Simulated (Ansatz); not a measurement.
Species: C$_{2}$H$_{2}$N$_{3}$, charge 0, doublet. C2H2N3 (SMILES c1n[nH][c]n1, doublet).
B3LYP-D3(BJ)/def2-TZVP minimum from Ansatz (a program for electronic structure):
```
N
C 1 1.3175
N 1 1.3681 2 102.08
H 3 1.0046 1 121.02 2 180.00
C 3 1.3381 4 130.43 1 180.00
N 5 1.2808 3 112.44 4 -180.00
H 2 1.0771 1 122.15 3 180.00
```
Charge 0, spin multiplicity 2.

Property: atomisation energy (electronic, to ground-state atoms), in kcal/mol. Radicals and triplets start from unrestricted determinants; spin-orbit coupling is neglected. CBS(X,Y): correlation extrapolated as X^-3, Hartree-Fock from the larger set. A bracket is a step between two methods taken in the basis named. Functionals run without relativity, which enters their misses. '+ core + X2C': CCSD(T) terms for core correlation (cc-pwCVTZ) and scalar relativity (cc-pVTZ-DK). Where a partner has so few electrons that a lower coupled-cluster level is exact, that level stands in. The UHF reference of C2H2N3 ([c]1ncn[nH]1, doublet) is spin-contaminated (<S^2> up to 0.15 over the pure value in the sets run).

CCSD(T)/CBS(cc-pVTZ,cc-pVQZ) + [CCSDT(Q) - CCSD(T)]/cc-pVDZ + core + X2C (Ansatz) gives 695.5 kcal/mol.

### Question
How far off this value is PBE/def2-TZVPD (Ansatz), in which direction, and how far these levels: r2SCAN/def2-TZVPD, PBE0/def2-TZVPD, CCSD(T)/CBS(cc-pVTZ,cc-pVQZ) + core + X2C?

### Answer
PBE gives 749.2 kcal/mol, 53.7 kcal/mol above it. Differences of the others: r2SCAN/def2-TZVPD (Ansatz) 5.7; PBE0/def2-TZVPD (Ansatz) 16.6; CCSD(T)/CBS(cc-pVTZ,cc-pVQZ) + core + X2C (Ansatz) -1.8 kcal/mol.
